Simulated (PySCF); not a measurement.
PySCF input for C₃H₇NOSi, SMILES C[C@H]1OC=N[SiH2]1, PBE-D3(BJ)/def2-SVP. Geometry: PBE-D3(BJ)/def2-SVP. The structure was generated by enumeration; whether it is a known compound was not checked. One conformer was computed; it need not be the lowest.

```python
import numpy as np
from pyscf import gto, scf, dft, df
from pyscf.hessian import thermo

mol = gto.M(
    atom='''
    C     1.98925698   -0.85607880   -0.03745816
    C     0.73668927   -0.30282124    0.62830073
    O     0.67361322    1.14756936    0.39090317
    C    -0.46503380    1.52307006   -0.25801639
    N    -1.42170995    0.74522213   -0.60870566
    Si   -0.96796014   -0.88869515   -0.08759678
    H     2.10709000   -1.93176987    0.20568858
    H     1.93492800   -0.76325690   -1.14131874
    H     2.89789129   -0.32269738    0.30913451
    H     0.79880191   -0.42392887    1.73064822
    H    -0.45004520    2.61731129   -0.44149270
    H    -1.91266850   -1.46057292    0.93113426
    H    -0.82696651   -1.85548333   -1.23068202
    ''',
    basis='def2-SVP',
    charge=0,
    spin=0,
    max_memory=1600,
    verbose=3,
)
mf = dft.RKS(mol, xc='pbe').density_fit(auxbasis='def2-universal-jkfit')
mf.disp = 'd3bj'
mf.grids.level = 3
mf.conv_tol = 1e-11
mf.max_cycle = 100
mf.kernel()

# [left out here: the lines that compute and print the analytic Hessian (its translational invariance restored by hand, since the grid's response is missing), thermochemistry and intensities]
```

Log of the run:

```
converged SCF energy = -537.284496023571

WARN: DFTD3 does not support analytical Hessian, using finite difference


WARN: Mole.unit (angstrom) is changed to Bohr

Mode                                 0                   1                   2
Irrep
Freq [cm^-1]                       96.9649            232.0697            237.7236
Reduced mass [au]                   4.1113              1.1022              2.0644
Force const [Dyne/A]                0.0228              0.0350              0.0687
Char temp [K]                     139.5109            333.8967            342.0314
Normal mode                   x     y     z       x     y     z       x     y     z
       0   C                -0.05  0.05 -0.10    0.05  0.03  0.02   -0.12 -0.08 -0.02
       1   C                -0.00 -0.01  0.04    0.00 -0.01 -0.03   -0.01  0.07  0.05
       2   O                -0.04  0.00  0.11    0.00 -0.01 -0.01   -0.00  0.05 -0.01
       3   C                 0.04 -0.02 -0.03    0.01 -0.01 -0.02   -0.02  0.01 -0.00
       4   N                 0.08 -0.03 -0.12   -0.01 -0.00  0.00   -0.00 -0.02  0.01
       5  Si                -0.01 -0.00  0.04   -0.02 -0.00  0.02    0.07 -0.01 -0.01
       6   H                -0.01  0.03 -0.19   -0.20 -0.10 -0.43   -0.35 -0.14 -0.17
       7   H                -0.15  0.12 -0.09    0.28  0.53  0.05   -0.14  0.06 -0.01
       8   H                -0.03  0.04 -0.15    0.08 -0.29  0.43    0.02 -0.33  0.01
       9   H                 0.08 -0.07  0.02   -0.04 -0.03 -0.03    0.03  0.10  0.05
      10   H                 0.05 -0.02 -0.05    0.02 -0.01 -0.04   -0.06  0.01 -0.01
      11   H                -0.08  0.14  0.05    0.03  0.05  0.09    0.02 -0.15 -0.13
      12   H                 0.00 -0.12  0.14   -0.12 -0.04  0.04    0.27  0.06 -0.04
Mode                                 3                   4                   5
Irrep
Freq [cm^-1]                      339.0150            444.9165            492.4133
[...]
       4   N                 0.01 -0.01  0.00   -0.01  0.01 -0.01    0.01 -0.05  0.01
       5  Si                -0.00  0.01  0.02    0.00 -0.00  0.01   -0.02  0.01 -0.01
       6   H                 0.08 -0.08 -0.23   -0.44  0.08  0.13   -0.05  0.03  0.08
       7   H                -0.35  0.09  0.06   -0.22 -0.15  0.03    0.07 -0.03 -0.02
       8   H                 0.24 -0.05 -0.33    0.24 -0.22 -0.11   -0.01 -0.02  0.04
       9   H                -0.62 -0.04 -0.03   -0.08 -0.19 -0.02   -0.05 -0.39  0.01
      10   H                 0.00 -0.00  0.03   -0.08  0.01  0.03   -0.15  0.13 -0.05
      11   H                -0.06 -0.01 -0.05   -0.07 -0.01 -0.06    0.07 -0.04  0.05
      12   H                 0.10  0.02  0.01    0.00  0.01 -0.01    0.09 -0.03  0.04
Mode                                18                  19                  20
Irrep
Freq [cm^-1]                     1098.0939           1202.6934           1284.7837
Reduced mass [au]                   2.5111              1.7875              1.2326
Force const [Dyne/A]                1.7840              1.5234              1.1988
Char temp [K]                    1579.9127           1730.4081           1848.5177
Normal mode                   x     y     z       x     y     z       x     y     z
       0   C                 0.08  0.03 -0.11   -0.06 -0.02 -0.04    0.01 -0.01  0.05
       1   C                -0.15  0.01  0.11    0.14  0.02  0.05   -0.06  0.06  0.01
       2   O                 0.01  0.01 -0.02   -0.06  0.03 -0.05   -0.03  0.04 -0.04
       3   C                 0.02 -0.02  0.01    0.03 -0.04  0.02    0.01 -0.03  0.01
       4   N                -0.01  0.00 -0.00    0.02  0.02  0.01    0.01  0.00  0.00
       5  Si                 0.01 -0.00  0.00   -0.01 -0.00  0.00    0.00 -0.00 -0.00
       6   H                -0.09  0.05  0.12    0.09  0.04  0.13    0.09 -0.05 -0.14
       7   H                 0.32 -0.25 -0.14    0.15  0.06 -0.04   -0.02  0.02  0.05
       8   H                 0.16 -0.20  0.04   -0.17  0.05  0.15    0.11 -0.02 -0.18
       9   H                -0.22 -0.05  0.11   -0.51 -0.37  0.04    0.40 -0.71 -0.09
      10   H                -0.03 -0.01  0.07    0.08 -0.03  0.07    0.18 -0.01  0.13
      11   H                 0.00  0.02  0.01   -0.02 -0.01  0.00    0.00  0.00 -0.00
      12   H                -0.04  0.02 -0.02    0.05  0.00 -0.00   -0.02 -0.00  0.00
Mode                                21                  22                  23
Irrep
Freq [cm^-1]                     1307.9202           1340.4078           1403.0822
Reduced mass [au]                   1.1866              1.2785              1.0419
Force const [Dyne/A]                1.1960              1.3534              1.2085
Char temp [K]                    1881.8060           1928.5484           2018.7229
Normal mode                   x     y     z       x     y     z       x     y     z
       0   C                -0.00  0.01 -0.01    0.11 -0.06 -0.05    0.02  0.02  0.04
       1   C                 0.00 -0.03 -0.00   -0.03  0.01  0.01    0.02  0.01  0.02
       2   O                 0.01  0.03  0.01   -0.00  0.01 -0.01   -0.00 -0.00 -0.00
       3   C                -0.04  0.04 -0.03    0.00 -0.00  0.00   -0.00 -0.00  0.00
       4   N                -0.03 -0.07 -0.00   -0.00 -0.00  0.00    0.00  0.00  0.00
       5  Si                -0.00  0.00 -0.00    0.00 -0.00 -0.00   -0.00 -0.00 -0.00
       6   H                -0.01  0.01  0.00   -0.49 -0.04  0.27   -0.32 -0.16 -0.58
       7   H                 0.00 -0.04 -0.01   -0.37  0.27  0.01    0.15 -0.51 -0.03
       8   H                -0.00 -0.02  0.03   -0.24  0.37  0.17   -0.21  0.39  0.02
       9   H                -0.06  0.15  0.02    0.04 -0.11  0.00   -0.07 -0.01  0.02
      10   H                 0.80  0.11  0.38    0.04 -0.00  0.03   -0.01 -0.00 -0.00
      11   H                 0.01 -0.00  0.00    0.01  0.01  0.01    0.00  0.00  0.01
      12   H                 0.01 -0.00  0.00   -0.00 -0.00 -0.00    0.00 -0.00 -0.00
Mode                                24                  25                  26
Irrep
Freq [cm^-1]                     1423.8032           1636.0774           2165.8434
Reduced mass [au]                   1.0460              8.7402              1.0369
Force const [Dyne/A]                1.2493             13.7841              2.8658
Char temp [K]                    2048.5358           2353.9511           3116.1665
Normal mode                   x     y     z       x     y     z       x     y     z
       0   C                 0.03  0.03 -0.03    0.00  0.01 -0.00    0.00  0.00  0.00
       1   C                -0.00  0.02 -0.01   -0.00 -0.02 -0.00    0.00  0.00 -0.00
       2   O                -0.00 -0.00 -0.00    0.02  0.01  0.01   -0.00 -0.00 -0.00
       3   C                 0.00 -0.00  0.00   -0.17 -0.12 -0.06    0.00  0.00  0.00
       4   N                 0.00  0.00  0.00    0.12  0.11  0.04   -0.00 -0.00 -0.00
       5  Si                -0.00 -0.00 -0.00   -0.00 -0.00 -0.00   -0.00 -0.02 -0.02
       6   H                 0.29  0.03 -0.12   -0.02  0.00  0.01   -0.00 -0.00 -0.00
       7   H                -0.54 -0.35 -0.02   -0.00 -0.00 -0.00   -0.00 -0.00 -0.00
       8   H                -0.06 -0.25  0.60    0.01 -0.01 -0.01   -0.00  0.00  0.00
       9   H                 0.05 -0.07 -0.02    0.01  0.07  0.01   -0.01 -0.00 -0.00
      10   H                -0.01 -0.01 -0.01    0.10 -0.13  0.07   -0.00  0.00 -0.00
      11   H                 0.00  0.00  0.00    0.04 -0.02  0.00    0.13  0.07 -0.15
      12   H                -0.00 -0.01 -0.00    0.02 -0.02  0.03   -0.09  0.61  0.73
Mode                                27                  28                  29
Irrep
Freq [cm^-1]                     2173.2168           2968.9341           2998.8024
Reduced mass [au]                   1.0465              1.0360              1.0856
Force const [Dyne/A]                2.9121              5.3803              5.7520
Char temp [K]                    3126.7752           4271.6352           4314.6089
Normal mode                   x     y     z       x     y     z       x     y     z
       0   C                 0.00  0.00  0.00   -0.04  0.02  0.02   -0.00  0.00 -0.01
       1   C                -0.00 -0.00 -0.00    0.00 -0.00 -0.00    0.00 -0.01  0.08
       2   O                 0.00  0.00 -0.00   -0.00 -0.00 -0.00    0.00 -0.00 -0.00
       3   C                -0.00 -0.00 -0.00    0.00  0.00  0.00   -0.00 -0.00 -0.00
       4   N                 0.00  0.00  0.00   -0.00  0.00 -0.00    0.00  0.00  0.00
       5  Si                 0.02  0.01 -0.03    0.00  0.00  0.00   -0.00 -0.00  0.00
       6   H                -0.00  0.00 -0.00    0.05 -0.52  0.12    0.00 -0.04  0.01
       7   H                -0.00 -0.00 -0.00   -0.04  0.05 -0.56    0.01 -0.01  0.10
       8   H                 0.00 -0.00 -0.00    0.47  0.29  0.19    0.05  0.03  0.02
       9   H                 0.00  0.00 -0.01   -0.00  0.00  0.00   -0.06  0.10 -0.94
      10   H                 0.00 -0.00  0.00   -0.00 -0.00  0.00   -0.00  0.02 -0.00
      11   H                -0.60 -0.36  0.65   -0.00 -0.00 -0.00    0.00  0.00 -0.00
      12   H                -0.01  0.14  0.15   -0.00 -0.00 -0.00    0.00 -0.00 -0.00
Mode                                30                  31                  32
Irrep
Freq [cm^-1]                     3055.6157           3060.8614           3065.5737
Reduced mass [au]                   1.0928              1.1047              1.1028
Force const [Dyne/A]                6.0114              6.0977              6.1065
Char temp [K]                    4396.3506           4403.8980           4410.6780
Normal mode                   x     y     z       x     y     z       x     y     z
       0   C                -0.00 -0.00 -0.00   -0.05 -0.04 -0.06    0.00  0.07 -0.05
       1   C                 0.00 -0.00  0.00   -0.00  0.00 -0.01    0.00  0.00 -0.01
       2   O                -0.00  0.00 -0.00    0.00  0.00  0.00   -0.00 -0.00  0.00
       3   C                 0.00  0.08 -0.01   -0.00 -0.00  0.00    0.00  0.00  0.00
       4   N                -0.00 -0.00 -0.00    0.00  0.00  0.00   -0.00 -0.00 -0.00
       5  Si                -0.00 -0.00  0.00    0.00 -0.00 -0.00   -0.00  0.00 -0.00
       6   H                -0.00  0.01 -0.00   -0.03  0.21 -0.06    0.08 -0.74  0.16
       7   H                 0.00 -0.00  0.02    0.02 -0.06  0.55    0.03 -0.04  0.53
       8   H                 0.03  0.02  0.01    0.60  0.36  0.23   -0.15 -0.08 -0.07
       9   H                -0.00  0.00 -0.01    0.01 -0.01  0.10    0.00 -0.01  0.08
      10   H                -0.00 -0.94  0.16    0.00  0.04 -0.01   -0.00 -0.00  0.00
      11   H                 0.00  0.00 -0.00   -0.00  0.00  0.00   -0.00 -0.00  0.00
      12   H                 0.00  0.00  0.00   -0.00  0.00  0.00    0.00 -0.00  0.00
temperature 298.1500 [K]
pressure 101325.00 [Pa]
Rotational constants [GHz] 4.32424 3.05918 2.01353
Symmetry number 1
Zero-point energy (ZPE) 0.09555 [Eh]   250876.253 [J/mol]
                           tot       elec      trans        rot        vib
Entropy [J/mol/K]       332.453      0.000    166.326    112.517     53.610
Cv [J/mol/K]            102.932      0.000     12.472     12.472     77.989
Cp [J/mol/K]            111.247      0.000     20.786     12.472     77.989
Internal energy [J/mol]                      3718.434   3718.434 260623.683
Internal energy [Eh]   -537.18240  -537.28450
Enthalpy [J/mol]                             6197.391   3718.434 260623.683
Enthalpy [Eh]          -537.18145
Gibbs free energy [J/mol]                  -43392.820 -29828.514 244639.898
Gibbs free energy [Eh] -537.21921
mode   freq/cm-1   IR/(km/mol)
   1       96.96         0.156
   2      232.07         0.213
   3      237.72         0.094
   4      339.02         0.546
   5      444.92         9.684
   6      492.41        16.588
   7      550.91        10.670
   8      644.24        22.908
   9      663.96        23.765
  10      726.00        28.579
  11      753.73        31.606
  12      797.40         4.788
  13      848.04        35.674
  14      935.92       116.613
  15      944.93         4.056
  16      951.53        15.796
  17     1012.78        22.970
  18     1084.99       187.189
  19     1098.09         5.085
  20     1202.69        22.410
  21     1284.78         2.414
  22     1307.92         2.242
  23     1340.41         3.095
  24     1403.08         6.118
  25     1423.80         7.322
  26     1636.08       255.314
  27     2165.84        98.628
  28     2173.22       119.067
  29     2968.93        17.655
  30     2998.80        10.359
  31     3055.62        26.880
  32     3060.86        13.740
  33     3065.57        10.113
max |gradient| / (hartree/bohr): 4.1555225947248166e-05
APT charges: [ 0.0297  0.126  -0.7107  0.7548 -0.8019  1.0976  0.0059  0.0015 -0.0107
 -0.0238  0.0225 -0.2471 -0.2438]
```

Self-consistency was reached.
